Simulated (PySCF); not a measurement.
# How methods differ on the ionisation energy of Pb²⁺

Pb²⁺ [Xe] 4f14 5d10 6s2 (1S) → Pb³⁺ [Xe] 4f14 5d10 6s1 (2S), as a difference of total energies. All numbers are calculated (PySCF 2.14, scalar relativity through the core potential, in aug-cc-pVDZ-PP with ECP60MDF (5s4p3d, 32 functions)). Correlated levels: valence: 5s2 5p6 5d10 frozen. The calculations carry no spin-orbit coupling.

| method | ionisation energy (eV) | error (eV) |
| --- | --- | --- |
| UHF | 29.775 | -2.162 |
| LDA | 32.577 | +0.640 |
| PBE | 32.087 | +0.150 |
| PBE0 | 31.743 | -0.194 |
| r2SCAN | 31.846 | -0.091 |
| wB97M-V | 31.566 | -0.371 |
| BHandHLYP | 31.484 | -0.453 |
| BLYP | 32.127 | +0.190 |
| wB97X-V | 31.588 | -0.349 |
| MP2 (valence) | 30.252 | -1.685 |
| SCS-MP2 (valence) | 30.347 | -1.590 |

Reference: 31.937 eV (measured; NIST Atomic Spectra Database, ionization energies).

Errors of the correlated levels include the incompleteness of this basis and the frozen core.

MP2 underrates the near-degeneracy of ns² with np² in the lower species.
